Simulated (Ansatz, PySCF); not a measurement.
C3H6Cl2Si, SMILES C/C=C/[SiH](Cl)Cl. Atoms are numbered in the order given.

```xyz
12

C     -3.5960    -0.5936     0.6887
C     -2.1166    -0.4657     0.8770
C     -1.2276    -0.1251    -0.0717
Si     0.5753    -0.0031     0.2938
Cl     1.6444    -1.3179    -0.9054
Cl     1.2637     1.9138    -0.1077
H     -4.1353     0.0901     1.3672
H     -3.8989    -0.3720    -0.3452
H     -3.9340    -1.6132     0.9432
H     -1.7534    -0.6752     1.8934
H     -1.5835     0.0854    -1.0886
H      0.8621    -0.3195     1.7121
```

Geometry optimised at B3LYP-D3(BJ)/def2-SVP. The structure was generated by enumeration; whether it is a known compound was not checked. One conformer was computed; it need not be the lowest.

Two levels are set side by side: PBE-D3(BJ)/def2-SVP (Ansatz, a quantum-chemistry and plane-wave program) and B3LYP-D3(BJ)/def2-SVP (Ansatz). Each level has its own optimised geometry; the coordinates shown are those of the second. Frequencies come from the Hessian of PySCF at each geometry. Differences are taken from unrounded values.

| quantity | B3LYP-D3(BJ) | PBE-D3(BJ) | PBE-D3(BJ) minus B3LYP-D3(BJ) |
|---|---|---|---|
| mean bond length (Å) | 1.438 | 1.446 | 0.007 |
| bond C1–C2 (Å) | 1.497 | 1.496 | 0.000 |
| bond C2–C3 (Å) | 1.344 | 1.353 | 0.009 |
| bond C3–Si4 (Å) | 1.844 | 1.850 | 0.006 |
| bond Si4–Cl5 (Å) | 2.076 | 2.081 | 0.005 |
| bond Si4–Cl6 (Å) | 2.076 | 2.081 | 0.005 |
| bond C1–H7 (Å) | 1.104 | 1.111 | 0.008 |
| bond C1–H8 (Å) | 1.100 | 1.107 | 0.007 |
| bond C1–H9 (Å) | 1.104 | 1.111 | 0.008 |
| bond C2–H10 (Å) | 1.100 | 1.108 | 0.009 |
| bond C3–H11 (Å) | 1.098 | 1.106 | 0.008 |
| bond Si4–H12 (Å) | 1.481 | 1.496 | 0.015 |
| highest harmonic wavenumber (cm⁻¹) | 3137 | 3078 | -59 |
| mean harmonic wavenumber (cm⁻¹) | 1211 | 1178 | -33 |
| zero-point energy (kcal/mol) | 51.92 | 50.50 | -1.42 |

Exact exchange shortens and stiffens bonds; PBE has none. Differences between two approximate levels are no errors against the true value.
